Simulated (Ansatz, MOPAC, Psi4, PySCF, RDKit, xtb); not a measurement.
Noncovalent pair: CH5N (SMILES CN) (first 7 atoms) with H4OSi (SMILES O[SiH3]); geometry from B3LYP-D3(BJ)/def2-TZVP, rigid monomers moved along the line of their centres of mass till N2···H10 is 3.23 Å.
(charge 0, multiplicity 1):
```tsv
atom	x (Å)	y (Å)	z (Å)
C	0.2380	-0.3606	-0.1201
N	-0.2685	0.9711	0.2359
H	-0.4584	-1.1158	0.2446
H	1.1923	-0.5243	0.3807
H	0.3809	-0.5119	-1.1949
H	-1.1639	1.1479	-0.2046
H	0.3660	1.6961	-0.0786
O	-0.5924	0.9155	4.4463
Si	-0.1551	-0.4656	5.2014
H	-0.5257	0.9550	3.4598
H	-0.9735	-1.6329	4.7698
H	-0.3406	-0.2666	6.6557
H	1.2672	-0.8267	4.9457
```

```csv
level,interaction energy (kcal/mol),cost
MMFF94,-2.47,-
UFF,-0.56,-
GFN-FF,-2.52,-
AM1,-1.26,-
PM3,-0.43,-
PM6,-2.42,-
PM7,-3.36,-
GFN1-xTB,-1.45,-
GFN2-xTB,-2.19,-
HF/STO-3G (no counterpoise),-1.36,-
HF/3-21G (no counterpoise),-3.73,-
HF/6-31G*,-2.99,-
HF/6-31G* (no counterpoise),-3.45,-
HF/aug-cc-pV(D+d)Z,-2.60,-
PBE/def2-TZVPPD,-2.89,×1
PBE-D3(BJ)/def2-TZVPPD,-3.29,×1
PBE-D4/def2-TZVPPD,-3.30,×1
BP86/6-31G* (no counterpoise),-3.53,-
r2SCAN/def2-TZVPPD,-2.81,×2
r2SCAN-D3(BJ)/def2-TZVPPD,-3.09,×2
r2SCAN-D4/def2-TZVPPD,-3.07,×2
B3LYP/3-21G (no counterpoise),-3.95,-
B3LYP/6-31G*,-3.01,-
B3LYP/6-31G* (no counterpoise),-3.70,-
B3LYP/6-311+G** (no counterpoise),-2.91,-
B3LYP/def2-TZVPPD,-2.54,×1
B3LYP-D3(BJ)/def2-TZVPPD,-3.08,×1
B3LYP-D4/def2-TZVPPD,-3.08,×1
PBE0/def2-TZVPPD,-2.78,×1
PBE0-D3(BJ)/def2-TZVPPD,-3.20,×1
PBE0-D4/def2-TZVPPD,-3.19,×1
M06-2X/6-31G* (no counterpoise),-3.76,-
wB97M-V/def2-TZVPPD,-3.05,×3
MP2/6-31G*,-3.29,-
MP2/6-31G* (no counterpoise),-4.03,-
MP2/aug-cc-pV(D+d)Z,-3.01,-
SCS-MP2/aug-cc-pV(D+d)Z,-2.89,-
CCSD/aug-cc-pV(D+d)Z,-2.92,-
CCSD(T)/aug-cc-pV(D+d)Z,-3.00,×10
SAPT0/jun-cc-pV(D+d)Z,-3.09,-
```

The rows run from -4.03 (MP2/6-31G* (no counterpoise)) to -0.43 kcal/mol (PM3). In aug-cc-pV(D+d)Z the value moves HF -2.60, MP2 -3.01, CCSD -2.92, CCSD(T) -3.00, a shift of -0.40 from HF to CCSD(T). The dispersion term adds -0.40 in PBE-D3(BJ), -0.41 in PBE-D4, -0.27 in r2SCAN-D3(BJ). The 5 functionals in def2-TZVPPD without D3 or D4 span 0.51, from wB97M-V to B3LYP.

Interaction energies are E(AB) − E(A) − E(B) at the monomers' geometry in the complex; basis-set methods are counterpoise corrected. Rows marked so take none. RDKit's UFF carries no charges.

Correlated levels freeze the cores. Rows in 3-21G, 6-311+G**, 6-31G*, STO-3G carry no dispersion term and start afresh at each structure (6-31G* with six Cartesian d functions). MP2/6-31G* freezes PySCF's default core. The state that AM1, PM3, PM6, PM7 reach isn't checked; PM7 holds dispersion and hydrogen-bond terms.

Codes used: Ansatz (Gaussian orbitals); MOPAC for AM1, PM3, PM6, PM7 (differences of heats of formation); Psi4 for SAPT; PySCF for 3-21G rows, 6-311+G** rows, 6-31G* rows, STO-3G rows, the dispersion terms; RDKit for the force fields; xtb for the GFN methods. 

Costs are rough ratios of core time to PBE/def2-TZVPPD (about 9 s over the structures, on one shared machine); a dash marks a level with no comparable run of its own.

Ansatz is a program for electronic structure.
